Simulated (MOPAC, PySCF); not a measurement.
Stepwise substitution at one centre (B OH-SiH3). All species are isolated molecules in the gas phase. One relaxed conformer stands for each flexible species; it need not be the lowest. Strings in code marks are SMILES.

Quantity: vertical ionisation energy (energy after one electron is removed minus that of the parent at the parent's geometry), in eV.

Level 1: B3LYP/6-31G* // B3LYP-D3(BJ)/def2-TZVP (PySCF)
Level 2: PBE/6-31G* // B3LYP-D3(BJ)/def2-TZVP (PySCF)
Level 3: minus the HOMO energy of HF/6-31G* // B3LYP-D3(BJ)/def2-TZVP (PySCF)
Level 4: minus the HOMO energy of PM6 // B3LYP-D3(BJ)/def2-TZVP (MOPAC)

| species | level 1 | level 2 | level 3 | level 4 |
|---|---|---|---|---|
| `OB(O)[SiH3]` (H–O–B–Si torsion 1°, Si–B–O–H torsion -1°) | 10.13 | 9.77 | 11.23 | 9.34 |
| `[SiH3]B([SiH3])[SiH3]` | 9.67 | 9.38 | 10.69 | 9.12 |
| `OB([SiH3])[SiH3]` (H–O–B–Si torsion 0°) | 9.12 | 8.89 | 9.94 | 8.45 |
